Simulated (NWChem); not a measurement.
System: C$_{4}$H$_{7}$ cation

Here is an NWChem input.

```
start job
memory heap 200 mb stack 900 mb global 1100 mb
charge 1
geometry units angstroms noautosym nocenter noautoz
  C     -1.155227     0.811062     0.001403
  C     -0.000405     0.037485    -0.003121
  C      1.175438     0.779168     0.002956
  C     -0.017581    -1.460307    -0.006078
  H     -2.152584     0.354495     0.033561
  H     -1.108810     1.906016    -0.019184
  H      2.160060     0.295429     0.036401
  H      1.159353     1.875026    -0.017656
  H     -0.955791    -1.852671     0.407325
  H      0.077280    -1.834051    -1.038448
  H      0.819667    -1.870404     0.574800
end
basis spherical
  C library def2-svp
  H library def2-svp
end
dft
  xc m05-2x
  iterations 150
end
cosmo
  dielec 78.4
end
task dft energy
```

Excerpt of the output:

```
             Northwest Computational Chemistry Package (NWChem) 7.3.0
             --------------------------------------------------------

                             Geometry "geometry" -> ""
                             -------------------------

 Output coordinates in angstroms (scale by  1.889725989 to convert to a.u.)

  No.       Tag          Charge          X              Y              Z
 ---- ---------------- ---------- -------------- -------------- --------------
    1 C                    6.0000    -1.15522700     0.81106200     0.00140300
    2 C                    6.0000    -0.00040500     0.03748500    -0.00312100
    3 C                    6.0000     1.17543800     0.77916800     0.00295600
    4 C                    6.0000    -0.01758100    -1.46030700    -0.00607800
    5 H                    1.0000    -2.15258400     0.35449500     0.03356100
    6 H                    1.0000    -1.10881000     1.90601600    -0.01918400
    7 H                    1.0000     2.16006000     0.29542900     0.03640100
    8 H                    1.0000     1.15935300     1.87502600    -0.01765600
    9 H                    1.0000    -0.95579100    -1.85267100     0.40732500
   10 H                    1.0000     0.07728000    -1.83405100    -1.03844800
   11 H                    1.0000     0.81966700    -1.87040400     0.57480000

 Effective nuclear repulsion energy (a.u.)     112.4624980674

                                 NWChem DFT Module
                                 -----------------

 Summary of "ao basis" -> "ao basis" (spherical)
 ------------------------------------------------------------------------------
       Tag                 Description            Shells   Functions and Types
 ---------------- ------------------------------  ------  ---------------------
 C                          def2-svp                 6       14   3s2p1d
 H                          def2-svp                 3        5   2s1p

 in cosmo_initialize ...

 solvent parameters
 solvname_short: unkn
 solvname_long:  unknown
 dielec:       78.4000

          ---------------
          -cosmo- solvent
          ---------------
 Cosmo: York-Karplus, doi: 10.1021/jp992097l
 dielectric constant -eps-     =  78.40
 screen = (eps-1)/(eps    )    =   0.98724
 surface charge correction     = lagrangian

   van der Waals surface
 --------------------------

 ---------- ATOMIC COORDINATES (A.U.) ------------ VDWR(ANG.) --
     1   -2.18306248    1.53268494    0.00265129     2.000
     2   -0.00076534    0.07083638   -0.00589783     2.000
     3    2.22125574    1.47241402    0.00558603     2.000
     4   -0.03322327   -2.75958009   -0.01148575     2.000
     5   -4.06779393    0.66989841    0.06342109     1.300
     6   -2.09534707    3.60184797   -0.03625250     1.300
     7    4.08192152    0.55827986    0.06878792     1.300
     8    2.19085949    3.54328536   -0.03336500     1.300
     9   -1.80618309   -3.50104054    0.76973264     1.300
    10    0.14603802   -3.46585384   -1.96238217     1.300
    11    1.54894603   -3.53455105    1.08621450     1.300
 number of segments per atom =         32
 number of   points per atom =         32
 atom (   nspa,  nppa )
 ----------------------
    1 (     17,     0 )       0
    2 (      8,     0 )       0
    3 (     18,     0 )       0
    4 (     18,     0 )       0
    5 (     16,     0 )       0
    6 (     16,     0 )       0
    7 (     16,     0 )       0
    8 (     14,     0 )       0
    9 (     13,     0 )       0
   10 (     15,     0 )       0
   11 (     15,     0 )       0
 number of -cosmo- surface points =      166
 molecular surface =    113.787 angstrom**2
 molecular volume  =     91.524 angstrom**3
 G(cav/disp)       =      1.429 kcal/mol
 -lineq- algorithm             =   0
 -bem- low  level              =   2
 -bem- from -octahedral-
 gaussian surface charge width =   4.50000
 degree of switching           =   1.00000
 switching function tolerance  =   0.00010
 atomic radii =
 --------------
    1  6.000  2.000
    2  6.000  2.000
    3  6.000  2.000
    4  6.000  2.000
    5  1.000  1.300
    6  1.000  1.300
    7  1.000  1.300
    8  1.000  1.300
    9  1.000  1.300
   10  1.000  1.300
   11  1.000  1.300
 ...... end of -cosmo- initialization ......

[...]

                                   COSMO solvation results
                                   -----------------------

                 gas phase energy =      -156.132648474089
                 sol phase energy =      -156.229154878573
 (electrostatic) solvation energy =         0.096506404484 (   60.56 kcal/mol)

                       DFT Final Molecular Orbital Analysis
                       ------------------------------------

 Vector   13  Occ=2.000000D+00  E=-4.812332D-01
              MO Center= -5.7D-03, -2.8D-01, -2.0D-02, r^2= 2.9D+00
   Bfn.  Coefficient  Atom+Function         Bfn.  Coefficient  Atom+Function
  ----- ------------  ---------------      ----- ------------  ---------------
    19      0.368400   2 C  py               47     -0.367284   4 C  py
    33     -0.213279   3 C  py                5     -0.205877   1 C  py
    72     -0.175752   8 H  s                62     -0.171766   6 H  s
    50     -0.162420   4 C  py               82      0.127127  10 H  s
    22      0.109655   2 C  py               77      0.109577   9 H  s

 Vector   14  Occ=2.000000D+00  E=-4.701736D-01
              MO Center= -7.3D-02, -1.3D+00,  1.9D-01, r^2= 2.0D+00
   Bfn.  Coefficient  Atom+Function         Bfn.  Coefficient  Atom+Function
  ----- ------------  ---------------      ----- ------------  ---------------
    46      0.420381   4 C  px               77     -0.311547   9 H  s
    87      0.286718  11 H  s                49      0.180256   4 C  px
    18     -0.152010   2 C  px                5     -0.124905   1 C  py
    78     -0.116948   9 H  s                88      0.108815  11 H  s
    32      0.106862   3 C  px                4      0.104091   1 C  px

 Vector   15  Occ=2.000000D+00  E=-4.021058D-01
              MO Center=  1.6D-02, -8.9D-02, -7.5D-02, r^2= 2.7D+00
   Bfn.  Coefficient  Atom+Function         Bfn.  Coefficient  Atom+Function
  ----- ------------  ---------------      ----- ------------  ---------------
    20      0.329660   2 C  pz                6      0.273067   1 C  pz
    34      0.271972   3 C  pz               48     -0.233545   4 C  pz
    23      0.228799   2 C  pz               82      0.214709  10 H  s
     9      0.165396   1 C  pz               37      0.163399   3 C  pz
    51     -0.150091   4 C  pz               87     -0.123035  11 H  s

 Vector   16  Occ=0.000000D+00  E=-1.351261D-01
              MO Center=  1.7D-02,  7.8D-01,  8.9D-04, r^2= 2.6D+00
   Bfn.  Coefficient  Atom+Function         Bfn.  Coefficient  Atom+Function
  ----- ------------  ---------------      ----- ------------  ---------------
    34     -0.433861   3 C  pz                6      0.431050   1 C  pz
     9      0.402315   1 C  pz               37     -0.403685   3 C  pz
    49      0.052245   4 C  px               88     -0.043913  11 H  s
    21     -0.037013   2 C  px               78      0.036009   9 H  s
    27      0.033856   2 C  d  1

 Vector   17  Occ=0.000000D+00  E= 4.142970D-02
              MO Center=  7.2D-03,  2.7D-01, -3.0D-02, r^2= 3.0D+00
   Bfn.  Coefficient  Atom+Function         Bfn.  Coefficient  Atom+Function
  ----- ------------  ---------------      ----- ------------  ---------------
    23      0.732669   2 C  pz                9     -0.503805   1 C  pz
    37     -0.498478   3 C  pz               20      0.482519   2 C  pz
    83      0.339521  10 H  s                 6     -0.282304   1 C  pz
    34     -0.274986   3 C  pz               88     -0.203051  11 H  s
    78     -0.146235   9 H  s                82      0.135163  10 H  s

 Vector   18  Occ=0.000000D+00  E= 1.078594D-01
              MO Center= -7.4D-03,  2.4D-01,  3.5D-02, r^2= 7.9D+00
   Bfn.  Coefficient  Atom+Function         Bfn.  Coefficient  Atom+Function
  ----- ------------  ---------------      ----- ------------  ---------------
    45      1.558934   4 C  s                 3      0.792250   1 C  s
    73     -0.793815   8 H  s                31      0.776116   3 C  s
    63     -0.777934   6 H  s                78     -0.724015   9 H  s
    68     -0.677872   7 H  s                88     -0.678594  11 H  s
    58     -0.672246   5 H  s                83     -0.601793  10 H  s

     Multipole analysis of the density
     ---------------------------------

     L   x y z        total         alpha         beta         nuclear
     -   - - -        -----         -----         ----         -------
     0   0 0 0      1.000000    -15.000000    -15.000000     31.000000

     1   1 0 0      0.028393      0.002362      0.002362      0.023669
     1   0 1 0      1.156126      0.693064      0.693064     -0.230002
     1   0 0 1     -0.018142      0.040290      0.040290     -0.098721

     2   2 0 0     -9.336521    -57.811907    -57.811907    106.287293
     2   1 1 0     -0.033408     -0.121626     -0.121626      0.209845
     2   1 0 1      0.006094     -0.033618     -0.033618      0.073331
     2   0 2 0    -11.508084    -73.691870    -73.691870    135.875656
     2   0 1 1      0.024480     -0.168097     -0.168097      0.360675
     2   0 0 2    -17.915381    -11.775543    -11.775543      5.635705
```

Level: M05-2X/def2-SVP, COSMO on the gas-phase geometry. All runs use the structure optimised with PBE0/def2-SVP. COSMO prints the solvation energy as gas minus solution, so a positive value is a stabilisation.
